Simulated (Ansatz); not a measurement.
Computed with Ansatz on PBE0-D4/def2-TZVP structures; ΔE is electronic, products minus reactants. CCSD(T)/CBS is the MP2 limit (def2-TZVPP, def2-QZVPP) plus CCSD(T) − MP2 in def2-TZVPP, frozen cores. Functionals use def2-TZVPP. B3LYP here is the variant with VWN-RPA as its local correlation; programs differ in this. For Ga, Ge, Zn outer-core shells are correlated without core-valence functions, which leaves a few kJ/mol of doubt a bond. Scalar relativity is left out up to krypton. One conformer a species, not always the lowest.

`[F][Zn][GaH2]` + `[F][GeH2][CH2]Cl` → `[F][GeH2][GaH2]` + `[F][Zn][CH2]Cl`  (redistribution)

Task: Is it downhill or uphill in electronic energy at CCSD(T)/CBS, and by how much? (Estimate.)

Result: Computed: Uphill: ΔE = +0.33 eV.

Task: What do these levels give: r2SCAN-D4, PBE0-D4, B3LYP-D4, r2SCAN, HF/def2-TZVPP, MP2/def2-QZVPP? (Best estimate.)

Result: Ansatz gave: r2SCAN-D4 0.27, PBE0-D4 0.29, B3LYP-D4 0.30, r2SCAN 0.27, HF/def2-TZVPP 0.41, MP2/def2-QZVPP 0.31 eV.

Largest T1 diagnostic among the species: 0.016.

In def2-TZVPP, CCSD(T) changes the Hartree–Fock value by −0.12 eV (the triples alone add −0.01 eV) and MP2 by −0.12 eV. From PBE to PBE0 (25 % exact exchange), in def2-TZVPP and without D4, ΔE moves by +0.04 eV.
